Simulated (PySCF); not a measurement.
(2S)-2-fluoro-1-methoxypropane (C4H9FO), SMILES O(C)C[C@H](C)F. Atoms are numbered in the order given.

```xyz
15

C      2.4308    -0.5274    -0.3242
O      1.0522    -0.3038    -0.4767
C      0.3980    -0.0487     0.7416
C     -1.0755     0.2470     0.4968
C     -1.7643    -0.7660    -0.4013
F     -1.1955     1.5164    -0.0777
H      2.9543     0.3544     0.1212
H      2.8559    -0.7185    -1.3288
H      2.6462    -1.4114     0.3267
H      0.8518     0.8279     1.2687
H      0.4791    -0.9251     1.4371
H     -1.5740     0.2888     1.4940
H     -2.8174    -0.4703    -0.5713
H     -1.2379    -0.8184    -1.3729
H     -1.7501    -1.7735     0.0607
```

Geometry optimised at PBE-D3(BJ)/def2-SVP. Other conformers were not sampled.

Calculation: PBE/def2-TZVP (PySCF).

Gas-phase values at a fixed geometry.

Computed frontier levels, gap, dipole moment and polarisability:
- highest occupied level = -6.05 eV
- lowest empty level = 0.23 eV
- orbital gap = 6.27 eV
- dipole moment = 2.26 D
- quadrupole, principal values (traceless, Buckingham form, about the centre of nuclear charge) = -5.34, 0.10, 5.23 D·Å
- mean static polarisability = 59.0 bohr³ (8.74 Å³)
- polarisability, principal values = 53.7, 56.2, 67.1 bohr³
